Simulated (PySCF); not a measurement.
Excitations are Tamm–Dancoff values on a coarser integration grid. The basis has no diffuse functions, so Rydberg states are missing or too high.

HCl₃Sn, SMILES `[Cl][SnH]([Cl])[Cl]` (charge 0, multiplicity 1)

Level of theory: PySCF with PBE-D3(BJ)/def2-TZVP // B3LYP-D3(BJ)/def2-TZVP.

```json
{
  "HOMO": "-7.97 eV",
  "dipole_moment": "1.98 D",
  "LUMO": "-3.38 eV",
  "HOMO–LUMO gap": "4.59 eV",
  "S1 excitation (TDA)": "4.72 eV",
  "S1 oscillator strength": "0.000",
  "T1 excitation (TDA)": "4.45 eV",
  "S1–T1 gap (TDA)": "0.28 eV",
  "total_energy": "-1595.1133 Ha",
  "cost": "around 60 core-seconds (rough)"
}
```

Bonded distances (Å): Cl1–Sn2 2.321, Sn2–Cl3 2.321, Sn2–Cl4 2.321, Sn2–H5 1.696. Angles (°): Cl1–Sn2–Cl3 107.5, Cl1–Sn2–Cl4 107.5, Cl1–Sn2–H5 111.4, Cl3–Sn2–Cl4 107.5, Cl3–Sn2–H5 111.4, Cl4–Sn2–H5 111.4.
Charge 0, spin multiplicity 1.
